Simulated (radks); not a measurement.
All-electron atom: Be3+ in 1s0.5 2p0.5 (fractional occupations, a model configuration). All-electron calculation, Dirac Kohn-Sham, PBEsol, spin-unpolarised, spherical densities, finite nucleus; open shells fill j = l - 1/2 first; Fermi nuclear charge, rms radius 2.519 fm. Program: a radial shooting solver on a logarithmic mesh with Libxc functionals.

Unscreened Slater integrals over Kohn-Sham orbitals (eV). Large and small components are both included. Empty in this configuration: 2p3/2.

integral,value
"F0(2p1/2,2p1/2)",18.201
"F0(2p1/2,1s1/2)",24.568
"G1(2p1/2,1s1/2)",4.5715
"F0(2p1/2,2p3/2)",18.199
"G2(2p1/2,2p3/2)",8.7448
"F0(1s1/2,1s1/2)",68.312
"F0(1s1/2,2p3/2)",24.559
"G1(1s1/2,2p3/2)",4.5699
"F0(2p3/2,2p3/2)",18.196
"F2(2p3/2,2p3/2)",8.7453
